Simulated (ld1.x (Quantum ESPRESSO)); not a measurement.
# Scattering properties, ultrasoft potential for carbon

```
Element                 : C
Generator               : ld1.x (Quantum ESPRESSO) 7.5
Type                    : ultrasoft
Functional              : LDA (PZ)
Relativity              : non-relativistic
Frozen core             : [He]
Valence charge          : 4
Reference configuration : 2s2 2p2
Partial waves           : 2s (bound): rcut 0.80, rcutus 1.00 bohr; 2s channel at -0.3 Ry: rcut 0.80, rcutus 1.00 bohr; 2p (bound): rcut 2.65, rcutus 2.90 bohr; 2p channel at 2.7 Ry: rcut 2.65, rcutus 2.90 bohr
Local potential         : all-electron potential smoothed inside 2.85 bohr (lloc = -1)
Core correction         : Bessel-smoothed model core, default radius (core density twice the valence density)
Augmentation charge     : PSQ, radius 0.70 bohr
```

The phase is arctan(r·u′/u) with u = r·R(r), unwrapped; energies in Ry, scanned from -3 to 5 Ry. A pole is an energy at which the radial function vanishes at the test radius. The pseudo phase is shifted by a multiple of π to meet the all-electron one at the reference energy, and phase errors are pseudo minus all-electron; the curves can meet again beyond the range given. Levels narrower than the energy grid can be missing from the lists of poles.

Task: For each channel, where are the poles, and over which energies does the pseudopotential scatter like the atom?

Result:

```json
{"channel": "s", "radius (bohr)": "3.17", "reference energy (Ry)": "-1.00", "poles, all-electron": "-0.88, 2.77", "poles, pseudo": "-0.88, 2.69", "unbroken range about the reference energy with phases within 0.05 rad": "below 4.0", "phase error 1 Ry above the reference energy (rad)": "-0.000"}
{"channel": "p", "radius (bohr)": "3.17", "reference energy (Ry)": "-0.40", "poles, all-electron": "-0.22, 2.85", "poles, pseudo": "-0.22, 2.85", "unbroken range about the reference energy with phases within 0.05 rad": "below 0.7", "phase error 1 Ry above the reference energy (rad)": "-0.031"}
```

Phases in the p channel:

```tsv
E (Ry)	all-electron	pseudo
-3.00	1.383	1.383
-2.76	1.374	1.375
-2.52	1.364	1.365
-2.28	1.352	1.353
-2.04	1.338	1.338
-1.80	1.320	1.320
-1.56	1.296	1.296
-1.32	1.263	1.262
-1.08	1.211	1.210
-0.84	1.107	1.105
-0.60	0.720	0.716
-0.36	-1.242	-1.243
-0.12	-1.667	-1.671
0.12	-1.809	-1.817
0.36	-1.929	-1.944
0.60	-2.092	-2.123
0.84	-2.403	-2.476
1.08	-3.091	-3.227
1.32	-3.889	-3.963
1.56	-4.273	-4.300
1.80	-4.450	-4.461
2.04	-4.549	-4.554
2.28	-4.614	-4.616
2.52	-4.662	-4.662
2.76	-4.700	-4.700
3.00	-4.733	-4.734
3.24	-4.764	-4.766
3.48	-4.795	-4.801
3.72	-4.829	-4.842
3.96	-4.869	-4.897
4.20	-4.922	-4.981
4.44	-5.000	-5.145
4.68	-5.134	-5.588
4.92	-5.426	-6.720
```
